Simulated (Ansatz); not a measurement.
```xyz
4

P     0.0000    0.0000    0.0000
C     1.6612    0.0000    0.6046
C    -0.8306    1.4386    0.6046
C    -0.8306   -1.4386    0.6046
```

Basis set: pcseg-2 (spherical functions). Charge 0, multiplicity 4.

Computed with Ansatz (development build ahead of 0.2.0); each method stands on the lowest determinant of its kind that the runs found. Restricted functionals stand beside restricted open-shell atoms, which can lie above the unrestricted atoms usual in DFT and then raise those values.

(1) Give the atomization energy at this shape (free ground-state atoms in the same class of orbitals less the molecule, no zero-point energy) of quartet C₃P by r²SCAN (unrestricted), r²SCAN (restricted open-shell).

Results:

(1)

```tsv
method	atomization energy
r²SCAN (unrestricted)	9.60 eV
r²SCAN (restricted open-shell)	9.57 eV
```

Caution: other spin multiplicities may lie lower. Caution for r²SCAN (unrestricted): the unrestricted determinant is spin contaminated.

The shape needn't be a minimum at these levels.
